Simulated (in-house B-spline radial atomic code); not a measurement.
Configurations of Ge⁵⁺, with energies counted from [Ar] (3d3/2)4 (3d5/2)5. Method: Dirac-Hartree-Fock, average of each configuration as written, Fermi nucleus of rms radius 4.0742 fm. Calculated with a B-spline radial code for spherical atoms. Energies include first-order Breit, QED and recoil terms.

Occupations are held fixed; configurations that lie above the ionisation limit could autoionise.

| configuration | E - E(ref) (eV) | highest orbital | its <r> (bohr) |
| --- | --- | --- | --- |
| [Ar] (3d3/2)3 (3d5/2)6 | 0.55803 | 3d5/2 | 0.6805 |
| [Ar] (3d3/2)2 (3d5/2)6 4s1 | 39.809 | 4s1/2 | 1.64 |
| [Ar] (3d3/2)2 (3d5/2)6 (6d5/2)1 | 99.517 | 6d5/2 | 6.614 |
| [Ar] (3d3/2)3 (3d5/2)5 7s1 | 100.83 | 7s1/2 | 7.771 |
| [Ar] (3d3/2)3 (3d5/2)5 (7g9/2)1 | 106.63 | 7g9/2 | 10.57 |
| [Ne] 3s2 (3p1/2)2 (3p3/2)3 (3d3/2)4 (3d5/2)5 6s1 | 187.83 | 6s1/2 | 5.232 |
| [Ne] 3s2 (3p1/2)1 (3p3/2)4 (3d3/2)3 (3d5/2)6 7s1 | 199.46 | 7s1/2 | 7.77 |

**Question.** Order these further configurations by energy, lowest first.
A. [Ar] (3d3/2)4 (3d5/2)4 (5p3/2)1
B. [Ar] (3d3/2)3 (3d5/2)5 (5f5/2)1
C. [Ne] 3s2 (3p1/2)2 (3p3/2)3 (3d3/2)3 (3d5/2)6 (7g7/2)1
D. [Ar] (3d3/2)4 (3d5/2)4 (7p1/2)1
E. [Ar] (3d3/2)4 (3d5/2)4 (6g9/2)1

**Answer.** A (81.985 eV), B (96.693 eV), D (101.28 eV), E (102.17 eV), C (203.33 eV).

**Question.** How far above the reference does [Ne] 3s2 (3p1/2)2 (3p3/2)3 (3d3/2)3 (3d5/2)6 (4p1/2)1 lie?

**Answer.** 148.92 eV; its least bound orbital is 4p1/2 with <r> = 1.806 bohr.

**Question.** How far above the reference does [Ne] 3s2 (3p1/2)2 (3p3/2)3 (3d3/2)3 (3d5/2)6 (6f5/2)1 lie?

**Answer.** 199.49 eV; its least bound orbital is 6f5/2 with <r> = 7.806 bohr.
